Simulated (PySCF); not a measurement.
A small calculation by hand: oscillator strength and radiative lifetime

C₅H₅, SMILES [C]1=CC=CC1 (connectivity only; charge and spin as stated), charge +1, multiplicity 1.

Geometry optimised at PBE0-D3(BJ)/def2-SVP. The spin state was assumed, not searched. The isomer is the one that the SMILES or the coordinates give; other isomers of the formula were not compared. The values are those of a single conformer.

PySCF with TDA-LC-ωPBE/def2-SVPD puts the first singlet state with f over 0.02 at 3.04 eV (vertical), with the transition dipole (-0.283, -0.481, 0.233) in atomic units.

**Question.** Find the oscillator strength, the wavelength and the radiative lifetime that this transition would have in vacuum if emission retraced absorption.

**Answer.** 
|μ|² = 0.3657 au, so |μ| = 1.54 D. ΔE = 3.04/27.211 = 0.1117 hartree. f = (2/3) ΔE |μ|² = 0.027 (the program prints 0.027).
λ = 1239.84/3.04 = 408 nm; ν = 24519 cm⁻¹.
Einstein's coefficient A = 0.6670 ν² f s⁻¹ (ν in cm⁻¹) = 1.1e7 s⁻¹, so τ = 1/A = 92 ns. This state is S1. The figure is the radiative limit of this one transition; relaxation, internal conversion, crossing to triplets and a medium change what is measured.
